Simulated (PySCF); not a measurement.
Polarisability and C₆ of Ne²⁺ (neon, charge +2)

[He] 2s2 2p4, high-spin 3P determinant. Calculation: PySCF 2.14, in aug-cc-pVDZ-DK (4s3p2d, 23 functions); the spin-free X2C one-electron Hamiltonian (Gaussian nucleus). Coupled (time-dependent) response in atomic units; α is the mean over directions. A double-zeta set is small for polarisabilities.

```json
{"method": "UHF", "mean α (bohr³)": "0.8254", "α xx, yy, zz": "0.8987, 0.6788, 0.8987", "C₆ (like pair)": "1.042", "S(−4)": "0.3419"}
{"method": "PBE", "mean α (bohr³)": "0.8489", "α xx, yy, zz": "0.9146, 0.7176, 0.9146", "C₆ (like pair)": "1.086", "S(−4)": "0.3627"}
{"method": "PBE0", "mean α (bohr³)": "0.8412", "α xx, yy, zz": "0.9076, 0.7083, 0.9076", "C₆ (like pair)": "1.073", "S(−4)": "0.3542"}
{"method": "BLYP", "mean α (bohr³)": "0.8437", "α xx, yy, zz": "0.9079, 0.7154, 0.9079", "C₆ (like pair)": "1.077", "S(−4)": "0.3539"}
{"method": "M06-2X", "mean α (bohr³)": "0.8652", "α xx, yy, zz": "0.9496, 0.6962, 0.9496", "C₆ (like pair)": "1.079", "S(−4)": "0.4456"}
```

S(−4) is the Cauchy moment in α(ω) = α(0) + S(−4) ω² + …

α(iu) at UHF:

```
u (hartree)  α(iu) (bohr³)
          0         0.8254
     0.0500         0.8245
      0.100         0.8220
      0.200         0.8122
      0.300         0.7968
      0.500         0.7544
      0.750         0.6915
       1.00         0.6281
       1.50         0.5143
       2.00         0.4208
       3.00         0.2860
       5.00         0.1477
```

A single London oscillator, α(iu) = α/(1 + u²/ω²), gives C₆ = (3/4) ω α². Matching the computed C₆ needs ω = 4 × 1.042 / (3 × 0.8254²) = 2.04 hartree.

For an ion, C₆ is the dispersion term alone; charge-induced terms of lower order in 1/R come first.

The components differ because the open shell of this determinant is not spherical; for a pure term their mean is the scalar polarisability.
